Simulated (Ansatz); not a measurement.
Harmonic frequencies (cm⁻¹) at PBE0-D4/def2-TZVP from Ansatz: 20, 26, 65, 118, 134, 165, 220, 226, 272, 350, 373, 446, 511, 545, 597, 637, 673, 774, 815, 928, 957, 1050, 1086, 1174, 1177, 1194, 1208, 1247, 1263, 1340, 1370, 1443, 1472, 1479, 1492, 1834, 1887, 3073, 3089, 3146, 3154, 3187.

Each molecule was computed in one conformer, which needn't be the lowest.

Problem. Which molecule is it?
A. `CC1C=CC=C1`
B. `C/N=C(\C)NC`
C. `CO/C(O)=C\C(=O)C(F)(F)F`
D. `COC(=O)CC(=O)C(F)(F)F`

Solution. D.
